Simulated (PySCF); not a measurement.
C$_{6}$H$_{14}$AlO$_{2}$ (SMILES CC(C)[O][Al+][O]C(C)C), charge +1, singlet, at a GFN2-xTB geometry (such geometries of metal compounds can be far from the true shape). Base run: PySCF with PBE/STO-3G.

Geometry (Å):
```xyz
23

Al     0.0380     0.5569     0.1365
O     -0.1181     0.2931     1.7392
C     -1.0211    -0.4879     2.5267
C     -0.8617    -1.9509     2.1696
C     -2.4314     0.0188     2.3048
H     -0.6993    -0.3041     3.5592
H     -1.0828    -2.0701     1.1016
H     -1.5468    -2.5723     2.7398
H      0.1563    -2.2842     2.3567
H     -2.5193     1.0586     2.6124
H     -2.6525    -0.0477     1.2302
H     -3.1583    -0.5773     2.8501
O      0.2093     1.0429    -1.4118
C      1.0290     0.6036    -2.4983
C      0.6721    -0.8255    -2.8500
C      2.4850     0.7657    -2.1125
H      0.7660     1.2816    -3.3197
H      0.8425    -1.4502    -1.9643
H      1.2895    -1.1967    -3.6635
H     -0.3738    -0.9015    -3.1374
H      2.7151     1.8094    -1.9096
H      2.6618     0.1842    -1.1967
H      3.1462     0.3998    -2.8936
```
Charge +1, spin multiplicity 1.
All else is at PySCF's defaults.

The job was repeated with other settings on one machine. Differences are taken from the largest grid of the series, which the next largest meets within 10 µEh (grids.level = 7: -621.369870 Eh). The cheapest run took very roughly 8 core-seconds.

```tsv
setting	grid points	cost, times the cheapest (rough)	difference in total energy (µEh)
grids.level = 1	82400	1	-60
grids.prune = dft.gen_grid.sg1_prune	117512	1	-66
grids.atom_grid = (50, 194)	151712	2	-68
grids.level = 2	176768	2	1
grids.prune = dft.gen_grid.treutler_prune	232968	2	-6
base	269368	2	-5
grids.atom_grid = (75, 302)	334256	3	1
grids.level = 4	476776	4	2
grids.level = 7	1480792	10	reference
```

Times come from a shared machine, hold the start-up and are rough.
